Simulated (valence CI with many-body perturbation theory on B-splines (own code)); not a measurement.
## Sensitivity of CI+MBPT for Re⁵³⁺

Computed by configuration interaction combined with many-body perturbation theory (CI+MBPT): four valence electrons over a frozen Dirac-Fock core [Ar], radial functions for each j: 6 s, 6 p, 5 d, 5 f, 1 g, with the one-electron correlation potential Σ1, the two-electron term Σ2, the three-electron term Σ3, Breit, model QED; selected CI, second order for the rest, scaled by the run's own slope (own B-spline code, finite nucleus).

No measured spectrum was set against this ion. As an estimate, large intervals hold to a few tenths of a per cent, small ones and those within an open d or f shell to about a per cent. Only levels of the ground parity were solved; by the run's estimate the other parity begins above the list, which can be wrong where configurations are misplaced.

The reference run has the lowest level (3d3/2^4) J=0 and an ionisation energy of 5099.30 eV. Its largest variational space holds 8022 state functions.

Levels are named by their leading jj configuration (3d3/2^4 stands for four electrons in 3d with j = 3/2), which in mixed levels can hold well under half, so a name can repeat and another be missing. Letters in brackets count levels of one name in rising energy.

Changed runs:
A. logarithmic knot step 0.27 → 0.2
B. shift of the energy in Σ1 (hartree) 0 → 36.1
C. correlating orbitals by l 3 3 3 3 1 → 4 4 3 0 0
D. start configuration 3d4 → 3d5 (bad on purpose)

Excitation energies of the reference run in cm⁻¹, and shifts in cm⁻¹:

| Level | Reference | A | B | C |
| --- | --- | --- | --- | --- |
| (3d3/2^3 3d5/2) J=1 | 554177 | +0.2 | +1453 | -880 |
| (3d3/2^3 3d5/2) J=4 | 651646 | +0.2 | +1455 | -231 |
| (3d3/2^3 3d5/2) J=2 | 678748 | +0.2 | +1505 | +64 |
| (3d3/2^3 3d5/2) J=3 | 706288 | +0.2 | +1489 | +201 |
| (3d3/2^2 3d5/2^2) J=0 [a] | 1179610 | +0.4 | +2896 | -989 |
| (3d3/2^2 3d5/2^2) J=2 [a] | 1183240 | +0.4 | +2854 | -732 |
| (3d3/2^2 3d5/2^2) J=4 [a] | 1202600 | +0.5 | +2909 | -1021 |
| (3d3/2^2 3d5/2^2) J=3 [a] | 1219540 | +0.5 | +2906 | -832 |
| (3d3/2^2 3d5/2^2) J=5 | 1248820 | +0.5 | +2896 | -725 |
| (3d3/2^2 3d5/2^2) J=6 | 1271840 | +0.5 | +2901 | -624 |
| (3d3/2^2 3d5/2^2) J=1 | 1293000 | +0.5 | +2925 | +7.8 |
| (3d3/2^2 3d5/2^2) J=3 [b] | 1317210 | +0.5 | +2882 | +241 |
| Ionisation energy (eV) | 5099.30 | +0.0013 | +0.37 | -0.35 |

Run D: It gave no result: the electrons of core and valence do not add up to the charge. The program said: "core and valence hold 23 electrons, the ion has 22".
